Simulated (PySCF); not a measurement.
BrH3SiZn, SMILES [SiH3][Zn][Br].

Geometry optimised at PBE-D3(BJ)/def2-SVP. The structure was generated by enumeration; whether it is a known compound was not checked.

The numbers are results of PBE/def2-TZVPD run with PySCF, not measurements.

Symmetry labels are those of the subgroup Cs that the program uses (full group C3v).

Computed valence orbital energies around the gap with their symmetry:
| orbital | symmetry | energy (eV) |
|---|---|---|
| HOMO−7 | A' | -12.39 |
| HOMO−6 | A" | -12.39 |
| HOMO−5 | A' | -8.96 |
| HOMO−4 | A' | -8.72 |
| HOMO−3 | A" | -8.72 |
| HOMO−2 | A' | -7.19 |
| HOMO−1 | A' | -7.04 |
| HOMO | A" | -7.04 |
| LUMO | A' | -1.93 |
| LUMO+1 | A" | -1.93 |
| LUMO+2 | A' | -1.74 |
| LUMO+3 | A' | -0.20 |
